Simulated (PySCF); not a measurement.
A structure optimised at B3LYP-D3(BJ)/def2-SVP, used in a PySCF frequency run:

```
C
C 1 1.3361
O 1 1.3645 2 122.70
H 2 1.0957 1 117.63 3 -0.81
H 1 1.0998 2 121.48 4 -179.97
C 2 1.4985 4 118.43 1 -179.77
H 6 1.1016 2 111.65 4 -179.90
H 6 1.1043 7 107.69 2 -122.76
H 6 1.1043 7 107.69 8 -114.47
Si 3 1.6730 1 126.24 5 -12.87
O 10 1.6598 3 112.60 1 -74.41
H 11 0.9648 10 117.40 3 -64.07
H 10 1.4829 11 112.14 12 52.66
H 10 1.4830 13 113.79 3 119.25
```

Problem. Write its SMILES and formula.

Solution. C/C=C/O[SiH2]O, C3H8O2Si

Problem. What are its rotational constants (standard atomic weights)?

Solution. 9.0630, 1.1060, 1.0501 GHz
